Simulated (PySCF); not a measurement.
(1Z)-1-fluoro-2-methylbuta-1,3-diene (C₅H₇F), SMILES C=C/C(C)=C\F.

The structure is a stationary point at B3LYP-D3(BJ)/def2-SVP. One conformer was computed; it need not be the lowest.

Calculation: TDA-PBE0/def2-SVPD (PySCF 2.14.0).

Vertical excitations. Gas-phase values at a fixed geometry. State labels are in the subgroup Cs.

Computed excitation energies, oscillator strengths and character:
```tsv
state	symmetry	energy (eV)	λ (nm)	f	main pairs
S1	A'	6.04	205	0.756	HOMO→LUMO 88 %
S2	A"	6.37	195	0.003	HOMO→LUMO+1 97 %
S3	A"	6.79	182	0.019	HOMO→LUMO+2 97 %
S4	A'	6.98	178	0.104	HOMO−1→LUMO 63 %, HOMO→LUMO+4 31 %
S5	A"	7.05	176	0.018	HOMO→LUMO+3 95 %
S6	A"	7.27	170	0.000	HOMO−2→LUMO 97 %
S7	A"	7.78	159	0.001	HOMO→LUMO+5 86 %
S8	A"	7.85	158	0.000	HOMO→LUMO+6 86 %
S9	A"	7.97	156	0.000	HOMO−3→LUMO 94 %
S10	A'	8.26	150	0.036	HOMO→LUMO+4 59 %, HOMO−1→LUMO 26 %
T1	A'	3.07	404	0	HOMO→LUMO 95 %
T2	A'	4.91	252	0	HOMO−1→LUMO 69 %, HOMO→LUMO+4 26 %
T3	A"	6.29	197	0	HOMO→LUMO+1 95 %
T4	A"	6.62	187	0	HOMO→LUMO+2 93 %
```
Triplets are in the Tamm–Dancoff approximation.
